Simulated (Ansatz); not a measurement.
Reaction (substitution at a C–S bond): `CSBCl` + `C[S][Hf]([OH])([F])[Cl]` → `C[O][Hf]([F])([Cl])[S]C` + `SBCl`

Computed with Ansatz on PBE0-D4/def2-TZVP structures; ΔE is electronic, products minus reactants. CBS: MP2 limit from def2 TZ/QZ plus the TZ coupled-cluster correction, frozen cores. This one scheme is used for every species. DFT in def2-TZVPP. def2 core potentials past Kr. For Hf outer-core shells are correlated without core-valence functions, which leaves a few kJ/mol of doubt a bond. One conformer a species, not always the lowest.

`CSBCl`:

Z-matrix (Å, degrees):
```
C
S 1 1.810
H 1 1.088 2 110.2
H 1 1.089 2 109.0 3 120.4
H 1 1.089 2 109.0 3 -120.4
B 2 1.766 1 103.2 3 -0.0
Cl 6 1.749 2 119.0 1 -180.0
H 6 1.191 2 121.7 1 0.0
```

`C[S][Hf]([OH])([F])[Cl]`:

Cartesian coordinates in Å:
```
C 0.312 1.836 -0.221
S -1.218 1.067 0.419
Hf -0.496 -1.244 0.604
O 0.390 -1.690 -1.014
F 0.780 -1.364 2.010
Cl -2.386 -2.567 1.045
H 1.088 1.852 0.543
H 0.674 1.319 -1.110
H 0.063 2.862 -0.489
H 0.793 -2.072 -1.787
```

`C[O][Hf]([F])([Cl])[S]C`:

```xyz
13

C     2.202   -0.405    0.794
O     1.202    0.428    0.300
Hf   -0.244    1.494   -0.284
F    -0.251    1.446   -2.192
Cl   -0.089    3.680    0.571
S    -2.297    0.467    0.495
C    -2.019   -1.064   -0.468
H     2.674   -0.956   -0.025
H     2.966    0.186    1.306
H     1.780   -1.122    1.505
H    -2.905   -1.254   -1.072
H    -1.856   -1.893    0.219
H    -1.164   -1.006   -1.149
```

`SBCl`:

Z-matrix (Å, degrees):
```
B
S 1 1.779
Cl 1 1.745 2 118.6
H 1 1.189 2 122.1 3 180.0
H 2 1.343 1 96.0 3 -180.0
```

| level | ΔE (kJ/mol) |
| --- | --- |
| r2SCAN-D4 | 35.5 |
| HF/def2-TZVPP | 25.3 |

What does CCSD(T)/CBS give? (Best estimate.)

The calculation gave: +36.7 kJ/mol. The listed levels differ from it by -1.2, -11.4 kJ/mol.

Largest T1 diagnostic among the species: 0.015.

In def2-TZVPP, CCSD(T) changes the Hartree–Fock value by +3.9 kJ/mol (the triples alone add +0.8 kJ/mol) and MP2 by +9.2 kJ/mol.
